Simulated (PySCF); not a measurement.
# IH₃, singlet: computed properties

Computed with PBE0/[I def2-TZVP with ECP28, H def2-TZVP], scalar-relativistic core potentials, density fitting, no spin–orbit coupling, PySCF.

The structure is a minimum.

Coordinates in bohr (charge 0 multiplicity 1):
```
I     0.0000    0.0000   -0.0319
H     0.0000    0.0000    3.0366
H     3.4166    0.0000    0.4917
H    -3.4166    0.0000    0.4917
```

```
Point group                                                                   : C2v
Bond lengths                                                                  : I–H 1.624 Å, I–H 1.829 Å (×2)
Bond angles                                                                   : H–I–H 81.3° (×2), H–I–H 162.6°
Dipole moment                                                                 : 0.11 D
Principal polarisabilities                                                    : 24.6, 31.5, 70.5 bohr³
Zero-point energy                                                             : 48.5 kJ/mol
Principal quadrupole moments (Buckingham, traceless) about the centre of mass : -7.00, 0.71, 6.29 D Å
Enthalpy at 298.15 K above 0 K                                                : 10.30 kJ/mol
Atomisation energy without zero-point energy                                  : 443 kJ/mol
Entropy at 298.15 K and 1 bar                                                 : 235.3 J/(mol K)
Rotational symmetry number                                                    : 2
Heat capacity Cp at 298.15 K                                                  : 39.3 J/(mol K)
Rotational constants                                                          : 6.075, 2.558, 1.8 cm⁻¹
Highest occupied level                                                        : -6.06 eV
Lowest empty level                                                            : -1.17 eV
```

Harmonic modes (masses in u: I 126.904, H 1.008):
| symmetry | ω (cm⁻¹) | IR (km/mol) |
| --- | --- | --- |
| b1 | 835 | 39.3 |
| a1 | 947 | 83.9 |
| b2 | 1158 | 60.8 |
| b2 | 1374 | 1946 |
| a1 | 1587 | 1.7 |
| a1 | 2209 | 0.0 |

In C2v the vibrations span b1 + 3a1 + 2b2. Here b1 is antisymmetric to the molecular plane and b2 lies in it.

Charges (e):
| atom | Mulliken | Löwdin | polar tensor | Mayer order to I1 |
| --- | --- | --- | --- | --- |
| I1 | 0.13 | 0.26 | 0.91 | – |
| H2 | 0.16 | 0.03 | -0.03 | 0.88 |
| H3,4 | -0.15 | -0.15 | -0.44 | 0.74 |

Mulliken populations on I1 (electrons outside its core potential): s 3.93, p 10.57, d 10.35, f 0.02.

Counting electrons, iodine keeps 4 of its valence electrons outside its bonds, so the VSEPR class is AX3E2 and the expected shape is T-shaped (C2v), as computed.

The final relaxation and frequency run took about 30 core-seconds on a shared host.
